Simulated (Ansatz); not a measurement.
A structure relaxed at PBE-D4/def2-TZVPD in Ansatz, charge -1, doublet:

```xyz
3

Zr    0.5195   -0.8144    0.7541
O    -0.0544    0.9551    0.0729
O    -0.4651   -0.1407   -0.8270
```

Q: Give its formula and point group.

A: ZrO₂⁻. Point group C2v (tolerance 0.1 Å).

Q: Summarise the bond lengths by kind (pairs closer than 1.2 times the sum of covalent radii, bridged metal pairs left out).

A: 2 × O–Zr 1.98 Å; 1 × O–O 1.48 Å. The metal has 2 neighbours: O 1.98 Å, O 1.98 Å.

In the def2 sets Zr takes a core potential; there is no spin–orbit coupling. The structure holds 1 bond(s) between oxygen atoms. The charge -1 doublet is spin-contaminated (final ⟨S²⟩ up to 0.85, 0.75 for a pure state). The highest occupied level of the charge -1 doublet lies above zero (up to 1.43 eV). It is a level of α spin, whose loss leaves a singlet; that state wasn't run at this geometry and level. The electron is either unbound and held by the finite basis, or the level is raised by self-interaction error. The relaxation made no stability test and no search for a lower SCF solution. No other spin state of charge -1 was run. Another isomer (doublet) lies 4.62 eV lower at PBE0-D4/def2-TZVPD; other spin states weren't run for this one.
